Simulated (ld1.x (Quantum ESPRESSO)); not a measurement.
# u(r) = r·R(r): atom against pseudo-atom (phosphorus)

Columns: radius, all-electron u(r) and pseudo u(r) of the 3s shell (level -33.96 eV) of phosphorus in the configuration [Ne] 3s2 3p1; PBE, scalar-relativistic, TM scheme, ld1.x (Quantum ESPRESSO) 7.5.

| r (bohr) | all-electron | pseudo |
| --- | --- | --- |
| 0.060 | 0.2153 | 0.0323 |
| 0.120 | 0.0638 | 0.0642 |
| 0.180 | -0.1439 | 0.0954 |
| 0.240 | -0.3036 | 0.1255 |
| 0.300 | -0.3906 | 0.1544 |
| 0.360 | -0.4099 | 0.1818 |
| 0.420 | -0.3757 | 0.2081 |
| 0.480 | -0.3037 | 0.2336 |
| 0.540 | -0.2073 | 0.2593 |
| 0.600 | -0.0974 | 0.2863 |
| 0.660 | 0.0178 | 0.3158 |
| 0.720 | 0.1324 | 0.3494 |
| 0.780 | 0.2422 | 0.3883 |
| 0.840 | 0.3444 | 0.4334 |
| 0.900 | 0.4374 | 0.4847 |
| 0.960 | 0.5201 | 0.5408 |
| 1.020 | 0.5924 | 0.5991 |
| 1.080 | 0.6543 | 0.6556 |
| 1.140 | 0.7063 | 0.7064 |
| 1.200 | 0.7489 | 0.7489 |
| 1.260 | 0.7826 | 0.7826 |
| 1.320 | 0.8079 | 0.8079 |
| 1.380 | 0.8255 | 0.8255 |
| 1.440 | 0.8361 | 0.8361 |
| 1.500 | 0.8403 | 0.8403 |
| 1.560 | 0.8389 | 0.8389 |

Question: How many radial nodes do the two functions have?

Answer: The all-electron 3s function has n − l − 1 = 2; the pseudo-wave has 0, since the states of the same l below it are removed with the core.

Question: At about which radius was the pseudo-wave matched?

Answer: 1.20 bohr, where the columns begin to agree (steps of 0.06 bohr).

Question: Is the pseudo-wave norm-conserving?

Answer: Yes: the TM scheme keeps the norm inside the radius equal to the all-electron one, which fixes the energy derivative of the logarithmic derivative at the level.
